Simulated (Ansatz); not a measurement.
Ideal-gas functions of BH4NSe, SMILES `NB[SeH]` at 298.15 K and 1 bar, from an Ansatz frequency run at PBE0-D4/def2-TZVP.

Molar mass 107.81 g/mol, point group Cs (symmetry number 1), electronic degeneracy 1, moments of inertia 11.882, 138.554, 150.436 u Å². Harmonic wavenumbers (cm⁻¹, unscaled): 265, 273, 513, 567, 588, 729, 875, 912, 1134, 1346, 1639, 2467, 2653, 3621, 3717.

Use S(trans) = R[1.5 ln M + 2.5 ln T − 1.1517]; rotational temperatures θ = 24.2544 K / I; S(rot) = R[ln(√π/σ · √(T³/θAθBθC)) + 1.5]; for each mode x = 1.438777 ν̃/T, S = R[x/(eˣ − 1) − ln(1 − e⁻ˣ)] and H = RT x/(eˣ − 1); 1 cm⁻¹ = 0.0119627 kJ/mol; R = 8.31446 J/(mol·K).

Q: By hand: the entropy, in J/(mol·K).

A: Translation 167.2. Rotation: θ = 2.0413, 0.1751, 0.1612 K, giving 100.2. Vibration, mode by mode: 6.81, 6.60, 2.62, 2.13, 1.97, 1.14, 0.65, 0.56, 0.23, 0.09, 0.03, 0.00, 0.00, 0.00, 0.00, in all 22.8. Electronic 0.0. Sum 290.2 J/(mol·K).

Q: By hand: H − E and G − E in kJ/mol, counted from the electronic energy.

A: Zero-point energy ½ × 21299 × 0.0119627 = 127.4; thermal vibration 4.5; translation, rotation and pV give 4 RT = 9.9. H − E = 141.8 kJ/mol, and G − E = 141.8 − 298.15 × 290.2/1000 = 55.3 kJ/mol.

Vibration gives 8 % of the entropy. The sum counts one conformer and one mirror image; others add a mixing term.
